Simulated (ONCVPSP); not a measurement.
**What one change does to a pseudopotential (O (Z = 8), ONCV)**

* Element: O
* Generator: ONCVPSP 4.0.1
* Type: optimised norm-conserving Vanderbilt (ONCV)
* Functional: PW91
* Relativity: scalar-relativistic
* Frozen core: [He]
* Valence charge: 6
* Reference configuration: 2s1.5 2p4.5
* Partial waves: 2s: rc 0.65 bohr, ncon 4, nbas 7, qcut 9.6 1/bohr, 2 projectors, debl 3.7 Ha; 2p: rc 1.80 bohr, ncon 4, nbas 7, qcut 7.5 1/bohr, 2 projectors, debl 2 Ha; d scattering state at 0.06 Ha: rc 1.45 bohr, ncon 3, nbas 6, qcut 5.9 1/bohr, 1 projector
* Local potential: polynomial inside 0.55 bohr (lpopt 5, dvloc0 6 Ha)
* Core correction: Teter function, parameters optimised by the program

All-electron outer shells of the reference configuration (PW91, scalar-relativistic, ld1.x):

```tsv
shell	level (eV)	outermost node (bohr)	outermost maximum (bohr)
1s	-515.45	–	0.13
2s	-24.24	0.28	0.87
2p	-9.32	–	0.82
```

Change: all radii but the core radius scaled by about 0.92 (s 0.60, p 1.66, d 1.34 bohr); local potential polynomial inside 0.50 bohr (lpopt 5, dvloc0 6 Ha).

Cutoffs: the cutoffs (Ha) at which the residual kinetic energy of the hardest occupied pseudo-wave falls to 1 and 0.1 mHa per electron; they do not see the model core or the augmentation charge, which bear on the density cutoff. Errors are all-electron minus pseudo energies relative to the spin-unpolarised reference configuration.

What does the change do?

The potential gets harder (42 Ha and 254 Ha → 266 Ha and 344 Ha); a bound ghost appears in s, which as a rule spoils a file; of the 4 tests that both files solve, the error grows in 1 and shrinks in 2 by more than 15 % and 0.3 meV (median size 65.7 → 52.2 meV). A smaller radius makes the pseudo-wave follow the all-electron one further in, where it bends more sharply, so more plane waves are needed.

```tsv
quantity	base	changed
cutoff, loose	42 Ha	266 Ha
cutoff, tight	254 Ha	344 Ha
loose cutoff by channel	s 42 Ha, p 21 Ha	s 266 Ha, p 22 Ha
bound ghosts	none	s
GHOST(+) flags under 300 eV	none	none
error for 2s2 2p4, meV [ΔE -7.45 eV]	-0.5	+0.5
error for 2s2 2p3, meV [ΔE 9.07 eV]	+131	+103
error for 2s2 2p2, meV [ΔE 42.77 eV]	+680	+539
error for 2s1 2p5, meV [ΔE 7.46 eV]	-0.4	+1.0
rms error of d²Exc/dni dnj with the model core, mHa	1.49	1.61
```

 A true bound ghost makes a file unfit for plane-wave use even where its test errors are small: the radial tests pick states by their node count and pass the ghost by.
